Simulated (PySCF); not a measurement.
[Zr(Cl)(OH)3], neutral singlet in the gas phase. 

Cartesian coordinates (Å):
```xyz
8

Zr    -0.0123     0.2532    -0.1101
Cl    -0.8958     2.4796    -0.0617
O      1.9086     0.3438    -0.1441
H      2.8716     0.2753    -0.1668
O     -0.5980    -0.6859     1.4628
H     -0.8305    -1.2459     2.2145
O     -0.6558    -0.6403    -1.6870
H     -0.9209    -1.1800    -2.4428
```
Charge 0, multiplicity 1.

All levels are single points at this geometry (PBE-D3(BJ)/def2-SVP); Pople sets use spherical d functions. Orbital energies aren't observables, and empty levels follow the basis.

| level | HOMO (eV) | LUMO (eV) | gap (eV) | dipole (D) | vertical IE, Delta-SCF (eV) |
|---|---|---|---|---|---|
| PBE-D3(BJ)/def2-TZVP in PySCF | -7.10 | -1.11 | 5.99 | 3.88 | – |
| TPSSh-D3(BJ)/def2-TZVP in PySCF | -7.77 | -0.65 | 7.12 | 3.96 | – |
| B3LYP/6-311+G** (LANL2DZ on Zr) in PySCF | -8.38 | -1.03 | 7.35 | 4.16 | – |
| PBE/6-31G* (LANL2DZ on Zr) in PySCF | -6.90 | -1.19 | 5.71 | 4.60 | – |
| SVWN5/6-31G* (LANL2DZ on Zr) in PySCF | -7.03 | -1.29 | 5.74 | 4.63 | – |
| HF/6-31G* (LANL2DZ on Zr) in PySCF | -11.87 | 1.88 | 13.74 | 4.83 | 11.19 |
